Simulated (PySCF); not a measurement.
Gas-phase reaction: B₃O₃F₃ + 3 N₂O = 3 BF + 6 NO

Method: PySCF energies (xtb for GFN2) plus ideal-gas RRHO corrections (1 bar). The comparison is the NASA 1993 polynomial table, which mixes measured and estimated data. After a fit of one offset per element over all species, the range-separated, M06-2X, PBE0/def2-QZVP and CCSD(T)/def2-TZVPP enthalpies, where run, lie to one side of the table for B₃O₃F₃ (-22 kJ/mol): a fault of the table's entry, another state or a shared error of the levels is possible; this was not checked at source. † marks an energy on the PBE0/def2-TZVP geometry and frequencies; other levels use their own. MP2 and CCSD(T) freeze the core. 6-31G* has spherical d functions here. Open shells (unrestricted): NO (multiplicity 2, electronic degeneracy 4); the rest are closed-shell singlets. GFN2 has no spin-polarisation term. Spin-orbit splitting is ignored; it lowers the true energy and changes the entropy of NO. B3LYP is the form with VWN-RPA correlation. MP2 isn't extrapolated to the basis-set limit; its ΔH°(298 K) is 2549.7 kJ in def2-SVP and 2552.2 kJ in def2-TZVPP. CCSD(T) isn't extrapolated to the basis-set limit. The harmonic model lacks anharmonicity and excited electronic states, which grow with temperature; levels with a mode under 35 cm⁻¹ are left out. The table's entry may be an old estimate for B₃O₃F₃, BF (not checked at source).

| level | ΔH°(298 K), kJ | minus table | ΔG°(1600 K), kJ |
|---|---|---|---|
| table | 2320.3 | - | 955.7 |
| B3LYP/6-31G* | 2381.7 | 61.4 | 1009.6 |
| CCSD(T)/def2-SVP† | 2269.4 | -50.9 | 895.4 |
| GFN2-xTB | 3599.7 | 1279.4 | 2248.0 |
| HF/6-31G* | 1898.3 | -422.0 | 509.2 |
| MP2/def2-SVP† | 2549.7 | 229.4 | 1175.7 |
| MP2/def2-TZVPP† | 2552.2 | 231.9 | 1178.2 |
| PBE/def2-SVP | 2555.5 | 235.2 | 1191.0 |
| PBE0/def2-TZVP | 2426.6 | 106.3 | 1052.6 |
